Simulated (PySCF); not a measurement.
Computed shifts of a molecule C₃H₇BO, B3LYP/pcSseg-1 run with PySCF, GIAO, gas phase, atoms alike by connectivity averaged where their shifts nearly agree, in ppm (number of nuclei): ¹³C: 147.1 (1), 145.8 (1), 10.7 (1). ¹H: 6.95 (1), 6.44 (1), 6.39 (1), 5.10 (1), 0.78 (3). References: ¹¹B against BF3 (σ = 86.3 ppm); ¹³C against TMS (σ = 181.3 ppm); ¹H against TMS (σ = 31.68 ppm); ¹⁷O against H2O (σ = 333.8 ppm), references at their B3LYP-D3(BJ)/def2-TZVP geometries, non-relativistic. The structure is a stationary point at B3LYP-D3(BJ)/def2-SVP. Other conformers were not sampled.

Q: Which structure fits?
A. C=CBOC
B. CB1CCO1
C. C=CB(C)O
D. OB1CCC1

A: C, C=CB(C)O
